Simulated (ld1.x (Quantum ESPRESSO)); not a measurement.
# Ta: one change to an RRKJ potential, before and after

tantalum (Ta), norm-conserving RRKJ (Kleinman–Bylander form), made with ld1.x (Quantum ESPRESSO) 7.5 (LDA (PZ), scalar-relativistic). Core [Xe] 4f14, reference 5d3 6s1.75 6p0 (charge +0.25). Waves: 6p (bound, empty): rc 2.80 bohr; 5d (bound): rc 2.10 bohr; 6s (bound): rc 2.05 bohr. Local part: the s channel. Core correction: none.

All-electron outer shells of the reference configuration (LDA (PZ), scalar-relativistic, ld1.x):

| shell | level (eV) | outermost node (bohr) | outermost maximum (bohr) |
| --- | --- | --- | --- |
| 5p | -41.26 | 0.58 | 1.13 |
| 4f | -26.63 | – | 0.44 |
| 6s | -7.12 | 1.32 | 2.71 |
| 5d | -5.43 | 0.65 | 1.58 |
| 6p | -2.72 | 1.59 | 3.75 |

Change: wave 5d (bound): rc 2.10 bohr becomes 5d (bound): rc 1.74 bohr.

Cutoffs: the cutoffs (Ry, on a coarse ladder) from which the occupation-weighted sum of valence levels, in a spherical-Bessel basis at the reference potential, stays within 10 and 1 mRy of its value at 400 Ry; they do not see the model core or the augmentation charge, which bear on the density cutoff. Errors are all-electron minus pseudo energies relative to the spin-unpolarised reference configuration.

Q: What does the change do?

A: The potential gets harder (25 Ry and 50 Ry → 30 Ry and 55 Ry); the errors of the 9 common tests hardly move; neither file shows a bound ghost. A smaller radius makes the pseudo-wave follow the all-electron one further in, where it bends more sharply, so more plane waves are needed.

```tsv
quantity	base	changed
cutoff, loose	25 Ry	30 Ry
cutoff, tight	50 Ry	55 Ry
bound ghosts	none	none
error for 5d3 6s2 6p0, meV [ΔE -1.59 eV]	+1.3	+1.3
error for 5d3 6s1 6p0, meV [ΔE 7.11 eV]	+7.9	+7.9
error for 5d3 6s0 6p0, meV [ΔE 22.42 eV]	+72	+73
error for 5d3.5 6s1.5 6p0, meV [ΔE -0.61 eV]	+2.9	+2.9
error for 5d3 6s1 6p1, meV [ΔE 2.67 eV]	+2.7	+2.8
error for 5d3 6s0 6p1, meV [ΔE 12.30 eV]	+39	+40
error for 5d2 6s2 6p1, meV [ΔE 1.50 eV]	+32	+32
error for 5d3 6s1.75 6p0 (spin-polarised), meV [ΔE -1.21 eV]	+1424	+1429
error for 5d3 6s2 6p0 (spin-polarised), meV [ΔE -2.64 eV]	+1329	+1334
s: phases at 3.05 bohr within 0.05 rad from the reference energy up to (Ry; the scan ends near 5)	0.4	0.4
p: phases at 3.05 bohr within 0.05 rad from the reference energy up to (Ry; the scan ends near 5)	3.1	3.1
d: phases at 3.05 bohr within 0.05 rad from the reference energy up to (Ry; the scan ends near 5)	1.2	1.2
```
